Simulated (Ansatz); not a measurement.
`CB(N)[SiH2][SiH3]` + `BC=C` → `C=CB[SiH2][SiH3]` + `CBN`  (formal exchange of groups at the Si–B bond)

Isolated molecules relaxed with PBE0-D4/def2-TZVP in Ansatz; ΔE leaves out vibrations. CBS: MP2 limit from def2 TZ/QZ plus the TZ coupled-cluster correction, frozen cores. DFT in def2-TZVPP. B3LYP here is the variant with VWN-RPA as its local correlation; programs differ in this. Each species was taken in one conformer, which may not be the lowest.

```
             level  ΔE (kcal/mol)  difference from CCSD(T)/CBS
            PBE-D4           -1.3                         -0.7
         r2SCAN-D4           -1.4                         -0.8
           PBE0-D4           -1.0                         -0.4
          B3LYP-D4           -0.8                         -0.2
           ωB97M-V           -0.5                          0.1
               PBE           -1.8                         -1.2
              PBE0           -1.4                         -0.8
             B3LYP           -1.6                         -1.0
     HF/def2-TZVPP           -0.9                         -0.3
SCS-MP2/def2-TZVPP           -0.5                          0.1
   CCSD/def2-TZVPP           -0.7                         -0.1
CCSD(T)/def2-TZVPP           -0.6                          0.0
     HF/def2-QZVPP           -1.0                         -0.4
    MP2/def2-QZVPP           -0.5                          0.1
      HF/CBS(def2)           -1.0                         -0.4
     MP2/CBS(def2)           -0.4                          0.2
       CCSD(T)/CBS           -0.6                            0
```

Largest T1 diagnostic among the species: 0.013.

The D4 term adds +0.7 kcal/mol with B3LYP and +0.4 kcal/mol with PBE0; it sums over pairs of atoms, weighted by their polarisabilities, and B3LYP, whose exchange is more repulsive, gets the larger term.
